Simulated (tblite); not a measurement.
C5H12Si.
Numbering: `[CH2:1]=[CH:2][SiH2:3][CH2:4][CH2:5][CH3:6]` (hydrogens: H7, H8 on C1; H9 on C2; H10, H11 on Si3; H12, H13 on C4; H14, H15 on C5; H16, H17, H18 on C6)

A start from a force field or distance geometry was refined with GFN2-xTB geometry optimisation, gas phase in tblite. Values at the start:

```
  coordinate    start
       C1=C2  1.337 Å
       C1–H7  1.090 Å
       C1–H8  1.077 Å
      C2–Si3  1.845 Å
       C2–H9  1.098 Å
      Si3–C4  1.889 Å
     Si3–H10  1.483 Å
       C4–C5  1.510 Å
      C4–H12  1.112 Å
       C5–C6  1.508 Å
      C5–H14  1.114 Å
      C6–H16  1.097 Å
   C1–C2–Si3   118.5°
   C2–Si3–C4   105.2°
   Si3–C4–C5   107.9°
    C4–C5–C6   106.6°
C1–C2–Si3–C4     121°
C2–Si3–C4–C5     131°
Si3–C4–C5–C6     180°
```

Q: How do these coordinates change at the GFN2-xTB level?

A: 
| coordinate | GFN2-xTB (Å or °) | change |
| --- | --- | --- |
| C2–Si3 | 1.883 | +0.038 |
| C5–H14 | 1.092 | -0.022 |
| C4–H12 | 1.093 | -0.019 |
| C5–C6 | 1.525 | +0.017 |
| Si3–C4 | 1.905 | +0.016 |
| C4–C5 | 1.526 | +0.016 |
| C2–H9 | 1.084 | -0.014 |
| C1=C2 | 1.323 | -0.014 |
| C1–H7 | 1.078 | -0.012 |
| Si3–H10 | 1.471 | -0.012 |
| C6–H16 | 1.088 | -0.009 |
| C1–H8 | 1.080 | +0.003 |
| C1–C2–Si3 | 125.0 | +6.5 |
| C4–C5–C6 | 112.1 | +5.5 |
| Si3–C4–C5 | 113.0 | +5.1 |
| C2–Si3–C4 | 108.7 | +3.5 |
| C2–Si3–C4–C5 | 179 | +48 |
| C1–C2–Si3–C4 | 127 | +6 |
| Si3–C4–C5–C6 | 179 | -1 |

The energy falls by 12.5 kcal/mol over 133 L-BFGS steps, the largest force on an atom goes from 1.63 to 0.009 eV/Å, and the atoms move by 0.566 Å rms after alignment. The bond that changes most is C2–Si3 (alkene CH carbon to SiH2 silicon), which lengthens by 0.038 Å. Bonds longer at the end by more than 0.005 Å: 4 of 17; shorter: 10. Among the dihedrals that turn most is C4–C5–C6–H16, from 0° to -60°. Rotational constants go from 8500, 1109, 1055 to 9445, 1002, 957.3 MHz.

Hardware: Intel Xeon 6975P-C, one thread, shared host. Cost: 0.62 s wall.

Its GFN2-xTB frequencies are all real (lowest 31 cm⁻¹). The numbers are those of one conformer.

These are computed values.
